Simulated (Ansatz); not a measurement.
The cluster Mg4Zn2⁺. Total charge 1; doublet. Geometry r2SCAN/def2-SVP.

Cartesian coordinates in Å:
```
Mg 1.163 1.667 -0.696
Mg -1.065 -0.136 -1.866
Mg -1.444 1.103 1.058
Mg -0.717 -1.078 3.049
Zn 0.467 -0.828 0.386
Zn 1.595 -0.728 -1.931
```

HSE06 is defined as in plane-wave codes, on full-range PBE exchange. At HF/STO-3G the charge 1 doublet is spin-contaminated (final ⟨S²⟩ up to 5.02, 0.75 for a pure state). Another isomer (doublet) lies 0.24 eV lower at PBE0/def2-TZVP; other spin states weren't run for this one.

(1) Estimate the α-spin orbital energies around the gap (eV) in Ansatz with HF/STO-3G, PBE/def2-SVP, PBE/def2-TZVP, HSE06/def2-TZVP, BHLYP/def2-TZVP.

Results:

(1) 
| orbital | HF/STO-3G | PBE/def2-SVP | PBE/def2-TZVP | HSE06/def2-TZVP | BHLYP/def2-TZVP |
| --- | --- | --- | --- | --- | --- |
| HOMO−9 | -22.08 | -14.42 | -14.80 | -17.14 | -20.31 |
| HOMO−8 | -21.91 | -14.36 | -14.73 | -17.09 | -20.27 |
| HOMO−7 | -18.07 | -14.31 | -14.69 | -17.04 | -20.22 |
| HOMO−6 | -14.12 | -14.31 | -14.66 | -17.00 | -20.17 |
| HOMO−5 | -9.37 | -12.82 | -12.87 | -13.68 | -15.16 |
| HOMO−4 | -9.06 | -10.63 | -10.67 | -11.17 | -12.31 |
| HOMO−3 | -8.67 | -9.29 | -9.33 | -9.65 | -10.57 |
| HOMO−2 | -6.42 | -8.63 | -8.65 | -8.87 | -9.66 |
| HOMO−1 | -5.38 | -8.30 | -8.37 | -8.53 | -9.27 |
| HOMO | -5.32 | -7.51 | -7.56 | -7.72 | -8.41 |
| LUMO | 3.21 | -6.28 | -6.30 | -6.06 | -4.97 |
| LUMO+1 | 3.67 | -6.25 | -6.25 | -6.03 | -4.89 |
| LUMO+2 | 3.72 | -6.14 | -6.19 | -5.97 | -4.89 |
| LUMO+3 | 6.03 | -5.79 | -5.83 | -5.57 | -4.47 |
| LUMO+4 | 7.38 | -5.79 | -5.80 | -5.55 | -4.47 |
| LUMO+5 | 8.43 | -5.44 | -5.47 | -5.22 | -4.13 |
| β HOMO | -4.52 | -8.15 | -8.22 | -8.34 | -9.08 |
| β LUMO | 2.33 | -6.99 | -7.03 | -6.73 | -5.77 |
